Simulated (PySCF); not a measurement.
**How ionic is MSi along the alkali metals?**

r²SCAN in PySCF with def2-SVPD on every atom (core potentials on Rb, Cs), for the lowest determinant that a PBE0 search found; no spin–orbit coupling. A negative dipole means M(+)Si(−).

```json
{"M": "Li", "state (unpaired electrons)": "quartet (σ ↑, π ↑↑)", "Re (Å)": "2.387", "μ (D)": "-5.94"}
{"M": "Na", "state (unpaired electrons)": "quartet (σ ↑, π ↑↑)", "Re (Å)": "2.718", "μ (D)": "-7.29"}
{"M": "Rb", "state (unpaired electrons)": "quartet (σ ↑, π ↑↑)", "Re (Å)": "3.237", "μ (D)": "-10.26"}
{"M": "Cs", "state (unpaired electrons)": "quartet (σ ↑, π ↑↑)", "Re (Å)": "3.376", "μ (D)": "-10.40"}
```

**Question.** Give the ionic character |μ|/(e·Re) of each, with 1 e·Å = 4.803 D, and the positive end.

**Answer.** LiSi 52 % (Li positive), NaSi 56 % (Na positive), RbSi 66 % (Rb positive), CsSi 64 % (Cs positive). Lone pairs and polarisation enter μ too, so this number is only a rough measure of charge transfer.

Spin–orbit coupling is left out. States were picked by a PBE0 search and need not be the measured ground states.
